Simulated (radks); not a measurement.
Ce, configuration [Xe] 4f1 5d1 6s2.

All-electron calculation, scalar-relativistic Kohn-Sham, PBE, spin-unpolarised, spherical densities, finite nucleus; Fermi nuclear charge, rms radius 4.8771 fm; hard spherical wall at 3 bohr. Program: a radial shooting solver on a logarithmic mesh with Libxc functionals.

Energy parts (eV):
part                      energy
total                 -240957.07
kinetic                256019.62
electron-nucleus      -585888.16
Hartree                 94646.38
exchange-correlation    -5734.90

Orbitals (lengths in bohr, moments of r in powers of bohr; <r^-3> diverges for s and p1/2):
orbital,occ.,eigenvalue (eV),<r^-3>
1s,2,-40234.57,-
2s,2,-6416.467,-
2p,6,-5743.586,7971
3s,2,-1358.369,-
3p,6,-1144.352,1595
3d,10,-840.1860,218.5
4s,2,-252.7477,-
4p,6,-183.1045,340.8
4d,10,-83.0236,37.96
5s,2,-18.3634,-
5p,6,-0.5550,54.65
4f,1,20.3125,3.968
5d,1,25.9162,6.798
6s,2,54.4911,-
5f,0,61.2845,2.744
6p,0,71.5315,79.46
7s,0,166.8734,-

The highest occupied level is 6s at 54.491 eV. Summed over all electrons, <r^2> = 47.12 bohr^2, which gives a Langevin (diamagnetic) susceptibility term of -37.3 x 10^-6 cm^3/mol.
